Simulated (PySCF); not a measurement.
Gas-phase reaction: 2 MoO₃ + 3 Cl₂ ⇌ 2 MoO₂Cl₂ + 2 ClO

Energies from PySCF (xtb for GFN2), thermal terms from the rigid-rotor harmonic-oscillator model, ideal gas at 1 bar. S°(298 K) at PBE0/def2-TZVP differs from the NASA 1993 table for MoO₃ (+7 J/mol/K); whether the harmonic model or the table's entry is off was not settled. † marks an energy on the PBE0/def2-TZVP geometry and frequencies; other levels use their own. Open shells (unrestricted): ClO (multiplicity 2, electronic degeneracy 4); the rest are closed-shell singlets. GFN2 has no spin-polarisation term. Spin-orbit splitting is ignored; it lowers the true energy and changes the entropy of ClO. B3LYP is the form with VWN-RPA correlation. Mo: scalar-relativistic def2 core potential, no spin-orbit coupling. The harmonic model lacks anharmonicity and excited electronic states, which grow with temperature; levels with a mode under 35 cm⁻¹ are left out. Strong static correlation: MoO₃. Soft modes under 120 cm⁻¹ make the harmonic entropy rough for MoO₂Cl₂.

| level | ΔE electronic, kJ | ΔH°(298 K), kJ | ΔS°(298 K), J/K | ΔG°(1200 K), kJ |
|---|---|---|---|---|
| B3LYP/def2-TZVP† | -382 | -380 | -106 | -263 |
| BLYP/def2-TZVP† | -350 | -347 | -106 | -231 |
| GFN2-xTB | -391 | -386 | -103 | -272 |
| PBE/def2-SVP | -375 | -371 | -104 | -257 |
| PBE/def2-TZVP† | -365 | -363 | -106 | -246 |
| PBE0/def2-QZVP† | -404 | -402 | -106 | -285 |
| PBE0/def2-SVP† | -415 | -413 | -106 | -296 |
| PBE0/def2-TZVP | -405 | -402 | -106 | -285 |
| r2SCAN/def2-TZVP† | -431 | -429 | -106 | -312 |
| LDA/def2-TZVP† | -385 | -382 | -106 | -265 |
| ωB97X-V/def2-TZVP† | -409 | -406 | -106 | -289 |
ΔH° is lowest at r2SCAN/def2-TZVP† and highest at BLYP/def2-TZVP†. No reference value is set beside these.
